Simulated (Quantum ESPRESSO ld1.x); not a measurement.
Excited configurations of neutral nickel: one electron is placed in a higher orbital outside [Ar] 3d9. The ground configuration is [Ar] 3d8 4s2. Calculated with ld1.x of Quantum ESPRESSO 7.5: non-relativistic Kohn-Sham, PBEsol, spin-unpolarised, spherical densities, point nucleus. Excitation = E - E(ground); binding = E(ion) - E, where the ion is the core of charge +1; n* = 1/sqrt(2 binding) in atomic units, and the quantum defect is n - n*.

| outer orbital | excitation (eV) | binding (eV) | n* | quantum defect | eigenvalue (eV) | <r> (bohr) |
|---|---|---|---|---|---|---|
| 4p | 1.803 | 3.862 | 1.877 | 2.123 | -1.694 | 4.601 |
| 4d | 4.121 | 1.544 | 2.968 | 1.032 | -0.710 | 10.46 |
| 5s | 3.165 | 2.500 | 2.333 | 2.667 | -1.460 | 8.478 |
| 5p | 3.889 | 1.776 | 2.768 | 2.232 | -1.000 | 11.16 |
| 5d | 4.706 | 0.959 | 3.767 | 1.233 | -0.541 | 19.83 |
| 6p | 4.642 | 1.023 | 3.647 | 2.353 | -0.627 | 20.43 |
| 6d | 5.018 | 0.647 | 4.586 | 1.414 | -0.397 | 31.72 |
| 7s | 4.854 | 0.811 | 4.096 | 2.904 | -0.520 | 27.28 |
| 7p | 4.997 | 0.668 | 4.514 | 2.486 | -0.430 | 32.41 |
| 7d | 5.202 | 0.463 | 5.423 | 1.577 | -0.299 | 46.22 |
| 7f | 5.330 | 0.335 | 6.377 | 0.623 | -0.220 | 62.60 |

The Delta-SCF ionisation energy is 5.665 eV (NIST Atomic Spectra Database: 7.640 eV, measured). Self-interaction in the functional shifts the binding energies and quantum defects, so they are the method's values and not measured ones. Spin polarisation and multiplet splitting are left out, so open shells lie too high by an amount that depends on their filling.

Beside tabulated values, note that spin-unpolarised runs miss the spin-polarisation part of the exchange energy of open shells.
